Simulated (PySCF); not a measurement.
Species: C7H10N (doublet state).
SMILES with atom numbers: `[CH2:1]=[C:2]([CH3:3])[C:4]1=[N:5][CH2:6][CH:7][CH2:8]1` (hydrogens: H9, H10 on C1; H11, H12, H13 on C3; H14, H15 on C6; H16 on C7; H17, H18 on C8)

Structure used (GFN2-xTB), in Å, numbered top down from 1:
```xyz
18
C7H10N angstrom
C     -1.462    0.211   -1.826
C     -1.214   -0.166   -0.572
C     -2.256   -0.790    0.303
C      0.099    0.005    0.035
N      0.334   -0.358    1.234
C      1.703   -0.076    1.580
C      2.313    0.540    0.376
C      1.286    0.617   -0.685
H     -0.716    0.660   -2.458
H     -2.437    0.080   -2.265
H     -3.203   -0.884   -0.221
H     -2.391   -0.186    1.197
H     -1.919   -1.772    0.629
H      2.191   -1.012    1.892
H      1.718    0.577    2.466
H      3.327    0.871    0.297
H      1.545    0.047   -1.588
H      1.070    1.644   -1.013
```

The hyperfine couplings belong to this conformer and change with its torsions.

Method used: UKS B3LYP, pcH-1 on C H N, non-relativistic, mean-field spin-orbit, GIAO (PySCF). Isolated species at its GFN2-xTB geometry (one conformer only). Couplings are sensitive to structure, and on GFN2-xTB geometries they can be far from those on DFT ones. Stability of the SCF solution: not tested.

(1) Match the computed a_iso(13C) values +88.8, -36.5, -34.2 MHz with the sites C6; C7; C8.

Results:

(1) 
```
site  a_iso (MHz)  ρ(0) (bohr⁻³)                 position  distance from C7 (Å)  spin population  largest |T| (MHz)
  C6        -34.2        -0.0304           1 bond from C7                  1.48            -0.08                2.1
  C7        +88.8        +0.0790  largest spin population                  0.00            +1.03              162.7
  C8        -36.5        -0.0325           1 bond from C7                  1.48            -0.09                2.3
```

ρ(0) is the spin density at the nucleus and T the dipolar tensor; entries for several nuclei are means. Largest spin populations (Mulliken): C7 (+1.03), C8 (-0.09) and C6 (-0.08). C7 is the only atom above +0.15. The angles at C7 add up to 360.0°, so it is planar; its axial dipolar tensor and the negative coupling of its proton fit spin in a p orbital normal to that plane.

Nuclei that the bonding pattern makes equivalent are averaged, as if the motion that swaps them (rotation, inversion, ring flip) were fast.
